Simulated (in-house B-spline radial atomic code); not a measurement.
## B97-1 excitations of Ce4+

Method: B97-1. Computed with an all-electron radial atomic-structure program (B-spline basis): linear response of the closed shell [Kr] 4d10 5s2 5p6 with the functional's adiabatic kernel; scalar-relativistic (spin-free one-electron X2C), finite nucleus, no spin-orbit coupling, no double excitations, S, P, D and F terms only; shells from n = 3 respond. Only terms of natural parity with L up to 3 were computed.

Spin-orbit coupling is strong here, so these LS terms don't match observed levels.

Command:
```bash
python run_td.py task.json out
```
Settings (radii: box in bohr, nucleus in fm):
```
Z                        58
electrons                54
configuration            [Kr] 4d10 5s2 5p6
hamiltonian              x2c
method                   b97_1
box_radius               19.1
rms_radius               4.8771
intervals                71
```

Time taken, with all properties: 5.2 s on 1 thread of Arm Neoverse N1 (shared host).

The lowest states, in the order of their Tamm-Dancoff energies; the method's threshold (minus the highest occupied level) is 61.58 eV. Labels give the largest channel, * marks a mixed state, and oscillator strengths are full-response dipole values. Semilocal kernels can invert the small singlet-triplet splittings of Rydberg terms. Energies in eV:

```json
{"state": "5p → 4f 3D", "full response": "?", "Tamm-Dancoff": "?", "oscillator strength": "-"}
{"state": "5p → 4f 1D", "full response": "14.886", "Tamm-Dancoff": "15.026", "oscillator strength": "-"}
{"state": "5p → 5d 3P", "full response": "23.345", "Tamm-Dancoff": "23.415", "oscillator strength": "-"}
{"state": "5p → 5d 3F", "full response": "23.643", "Tamm-Dancoff": "23.747", "oscillator strength": "-"}
{"state": "5p → 5d 1F", "full response": "25.236", "Tamm-Dancoff": "25.256", "oscillator strength": "-"}
{"state": "5p → 6s 3P", "full response": "?", "Tamm-Dancoff": "?", "oscillator strength": "-"}
```

Where does 5p → 6s 3P lie?

At 31.03 eV in full response, 31.05 eV in Tamm-Dancoff.

Where does 5p → 4f 3D lie?

At 12.645 eV in full response, 12.707 eV in Tamm-Dancoff.

How large is the singlet-triplet splitting of 5p → 4f (D terms) in Tamm-Dancoff?

2.32 eV, from the unrounded values.

What polarisabilities and dispersion coefficient does the method give?

Dipole 5.825 bohr³, quadrupole 18.89 bohr⁵, C6 32.92 hartree·bohr⁶ for two such species.
